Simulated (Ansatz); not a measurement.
One change: `OC1=CB1` becomes `B1C=C1`.

Ansatz, PBE0-D4/def2-TZVP geometries, multiplicity 1. Each molecule was computed in one conformer, which needn't be the lowest.

```
                                      property  `OC1=CB1`
           HOMO energy (B3LYP/def2-TZVPP) / eV      -7.84
          HOMO–LUMO gap (PBE0/def2-TZVPP) / eV       8.26
           LUMO energy (B3LYP/def2-TZVPP) / eV      -0.02
            HOMO energy (PBE0/def2-TZVPP) / eV      -8.04
       HOMO–LUMO gap (ωB97M-V/def2-TZVPP) / eV      12.25
zero-point energy (PBE0-D4/def2-TZVP) / kJ/mol      126.4
```

(1) Give the same properties after the change, and the shifts. (Best estimate.)

Results:

(1) Ansatz gave: 
| property | `B1C=C1` | shift |
| --- | --- | --- |
| HOMO energy (B3LYP/def2-TZVPP) / eV | -7.82 | 0.02 |
| HOMO–LUMO gap (PBE0/def2-TZVPP) / eV | 7.75 | -0.51 |
| LUMO energy (B3LYP/def2-TZVPP) / eV | -0.52 | -0.50 |
| HOMO energy (PBE0/def2-TZVPP) / eV | -8.02 | 0.02 |
| HOMO–LUMO gap (ωB97M-V/def2-TZVPP) / eV | 12.23 | -0.02 |
| zero-point energy (PBE0-D4/def2-TZVP) / kJ/mol | 110.3 | -16.1 |

The zero-point energy changes by -16.1 kJ/mol with -3 modes.

B3LYP here is the variant with VWN-RPA as its local correlation; programs differ in this.
